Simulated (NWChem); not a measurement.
System: C2H4F2 cation, doublet; SMILES of the neutral closed-shell parent FC(F)C

NWChem input:

```
start job
memory heap 200 mb stack 900 mb global 1100 mb
charge 1
geometry units angstroms noautosym nocenter noautoz
  C      0.000863     1.565236    -0.165608
  C     -0.000312    -0.217193     0.361484
  F     -1.086668    -0.706371    -0.135916
  F      1.084457    -0.708246    -0.137244
  H     -0.001776     1.411964    -1.246232
  H     -0.926854     1.919323     0.283805
  H      0.931624     1.916635     0.279592
  H      0.000468    -0.040924     1.450144
end
basis spherical
  * library def2-tzvp
end
dft
  odft
  mult 2
  xc hfexch
  iterations 150
end
property
  hyperfine
end
task dft property
```

Parts of the log:

```
             Northwest Computational Chemistry Package (NWChem) 7.3.0
             --------------------------------------------------------

                             Geometry "geometry" -> ""
                             -------------------------

 Output coordinates in angstroms (scale by  1.889725989 to convert to a.u.)

  No.       Tag          Charge          X              Y              Z
 ---- ---------------- ---------- -------------- -------------- --------------
    1 C                    6.0000     0.00086300     1.56523600    -0.16560800
    2 C                    6.0000    -0.00031200    -0.21719300     0.36148400
    3 F                    9.0000    -1.08666800    -0.70637100    -0.13591600
    4 F                    9.0000     1.08445700    -0.70824600    -0.13724400
    5 H                    1.0000    -0.00177600     1.41196400    -1.24623200
    6 H                    1.0000    -0.92685400     1.91932300     0.28380500
    7 H                    1.0000     0.93162400     1.91663500     0.27959200
    8 H                    1.0000     0.00046800    -0.04092400     1.45014400

 Effective nuclear repulsion energy (a.u.)     130.2673227826

  xc_inp: hfexch multiplicative factor not found.
                              NWChem Property Module
                              ----------------------

  itol2e modified to match energy
  convergence criterion.

                                 NWChem DFT Module
                                 -----------------

 Summary of "ao basis" -> "ao basis" (spherical)
 ------------------------------------------------------------------------------
       Tag                 Description            Shells   Functions and Types
 ---------------- ------------------------------  ------  ---------------------
 C                         def2-tzvp                11       31   5s3p2d1f
 F                         def2-tzvp                11       31   5s3p2d1f
 H                         def2-tzvp                 4        6   3s1p

  itol2e modified to match energy
  convergence criterion.

            General Information
            -------------------
          SCF calculation type: DFT
          Wavefunction type:  spin polarized.
          No. of atoms     :     8
          No. of electrons :    33
           Alpha electrons :    17
            Beta electrons :    16
          Charge           :     1
          Spin multiplicity:     2
          Use of symmetry is: off; symmetry adaption is: off
          Maximum number of iterations: 150
          AO basis - number of functions:   148
                     number of shells:    60
          Convergence on energy requested:  1.00D-07
          Convergence on density requested:  1.00D-05
          Convergence on gradient requested:  5.00D-04

              XC Information
              --------------
                     Hartree-Fock (Exact) Exchange  1.000

      Superposition of Atomic Density Guess
      -------------------------------------

 Sum of atomic energies:        -276.17804995

 Renormalizing density from      34.00 to     33

      Non-variational initial energy
      ------------------------------

 Total energy =    -272.300103
 1-e energy   =    -621.016277
 2-e energy   =     218.448851
 HOMO         =      -0.618084
 LUMO         =      -0.192770

[...]

          ----------------------
          Hyperfine Interactions
          ----------------------

 Total Spin Density (Fermi Contact Term)
 ------------------ --------------------
     Atom            x         y         z       Density (a.u.)      Aiso(MHz)     Aiso(Gauss)
     1  13-C      0.00163   2.95787  -0.31295      -0.000580         -0.652285      -0.232751
     2  13-C     -0.00059  -0.41044   0.68311      -0.011084        -12.461070      -4.446412
     3  19-F     -2.05350  -1.33485  -0.25684       0.052102        219.217652      78.222177
     4  19-F      2.04933  -1.33839  -0.25935       0.052114        219.264759      78.238986
     5   1-H     -0.00336   2.66823  -2.35504      -0.000818         -3.657510      -1.305088
     6   1-H     -1.75150   3.62699   0.53631      -0.004525        -20.226588      -7.217338
     7   1-H      1.76051   3.62191   0.52835      -0.004516        -20.185750      -7.202765
     8   1-H      0.00088  -0.07734   2.74037       0.031423        140.456585      50.118318

           -------------------------------------------
           Anisotropic Interaction (Spin-Dipolar Term)
           -------------------------------------------

 ------------------------------------------------------------
     Atom            x         y         z
 ------------------------------------------------------------
     1  13-C      0.00163   2.95787  -0.31295

   Spin-Dipolar term (a.u.)
        xx             yy             zz             xy             xz             yz
 ------------------------------------------------------------------------------------------
      -0.302761       0.504551      -0.201790       0.000548      -0.000216      -0.293151

   Principal Comp. of -hf- tensor (au)            Anisotropic -hfcc- (MHz)               Anisotropic -hfcc- (Gauss)
 --------------------------------------------------------------------------------------------------------------------------
     -0.302762     0.610366    -0.307604     -40.627717    81.905278   -41.277561     -14.496955    29.225790   -14.728835

   Orientation of the principal axis of Hyperfine Tensor w.r.t absolute (molecular) frame
 --------------------------------------------------------------------------------------------------------------------------
      0.999993     0.000645     0.003638
     -0.001842     0.940601     0.339510
     -0.003203    -0.339514     0.940596

 ------------------------------------------------------------
     Atom            x         y         z
 ------------------------------------------------------------
     2  13-C     -0.00059  -0.41044   0.68311

   Spin-Dipolar term (a.u.)
        xx             yy             zz             xy             xz             yz
 ------------------------------------------------------------------------------------------
      -0.272067       0.288033      -0.015967       0.000219      -0.000204      -0.420345

   Principal Comp. of -hf- tensor (au)            Anisotropic -hfcc- (MHz)               Anisotropic -hfcc- (Gauss)
 --------------------------------------------------------------------------------------------------------------------------
     -0.272067     0.583017    -0.310950     -36.508765    78.235254   -41.726489     -13.027213    27.916237   -14.889024

   Orientation of the principal axis of Hyperfine Tensor w.r.t absolute (molecular) frame
 --------------------------------------------------------------------------------------------------------------------------
      0.999999     0.000347     0.001063
     -0.000895     0.818553     0.574431
     -0.000671    -0.574431     0.818553

 ------------------------------------------------------------
     Atom            x         y         z
 ------------------------------------------------------------
     3  19-F     -2.05350  -1.33485  -0.25684

   Spin-Dipolar term (a.u.)
        xx             yy             zz             xy             xz             yz
 ------------------------------------------------------------------------------------------
      -0.376396       0.524405      -0.148009       0.163705      -0.105251      -0.465615

   Principal Comp. of -hf- tensor (au)            Anisotropic -hfcc- (MHz)               Anisotropic -hfcc- (Gauss)
 --------------------------------------------------------------------------------------------------------------------------
     -0.419236     0.794550    -0.375314    -210.551312   399.043574  -188.492262     -75.129817   142.388430   -67.258613

   Orientation of the principal axis of Hyperfine Tensor w.r.t absolute (molecular) frame
 --------------------------------------------------------------------------------------------------------------------------
      0.856878     0.163224    -0.488996
      0.100805     0.877189     0.469444
      0.505567    -0.451549     0.735191

 ------------------------------------------------------------
     Atom            x         y         z
 ------------------------------------------------------------
     4  19-F      2.04933  -1.33839  -0.25935

   Spin-Dipolar term (a.u.)
        xx             yy             zz             xy             xz             yz
 ------------------------------------------------------------------------------------------
      -0.376793       0.524990      -0.148197      -0.162648       0.104692      -0.465760

   Principal Comp. of -hf- tensor (au)            Anisotropic -hfcc- (MHz)               Anisotropic -hfcc- (Gauss)
 --------------------------------------------------------------------------------------------------------------------------
     -0.419284     0.794683    -0.375398    -210.575333   399.109978  -188.534644     -75.138388   142.412124   -67.273736

[...]
```

Level: UHF/def2-TZVP, contact and dipolar terms. Geometry: optimised at B3LYP/6-31G* (spherical d), spin-unrestricted. This spin state was assumed; another may lie lower. No stability test was run on the SCF state.
